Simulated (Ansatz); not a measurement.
C₃H₃ClFGaO₂, SMILES `[F][Ga-]1([Cl])[O]C=CC=[O+]1` at its PBE0-D4/def2-TZVP geometry, where that method's forces vanish. Charge 0, multiplicity 1.

```xyz
11

F    -2.2910   -1.9080    0.1214
Ga   -1.3877   -0.7266   -0.7942
Cl   -1.9838   -0.2291   -2.7725
O    -1.2173    0.8286    0.2893
C    -0.1177    1.1910    0.8059
C     1.1159    0.5670    0.6737
C     1.3162   -0.5866   -0.0732
O     0.4457   -1.2329   -0.7303
H    -0.1735    2.0972    1.4168
H     1.9660    1.0025    1.1796
H     2.3273   -1.0030   -0.1165
```

Task: What forces (eV/Å) does r2SCAN-D4/def2-TZVPP give on these atoms in Ansatz? (Estimate.)

Result: The calculation gave: 
```
F1   0.009  0.008 -0.001
Ga2  0.002  0.013 -0.024
Cl3  0.003 -0.007  0.019
O4  -0.410 -0.115 -0.169
C5   0.267  0.215  0.213
C6   0.064  0.033  0.039
C7   0.356  0.104  0.158
O8  -0.297 -0.254 -0.238
H9  -0.009  0.017  0.009
H10  0.000  0.000 -0.001
H11  0.015 -0.013 -0.006
```
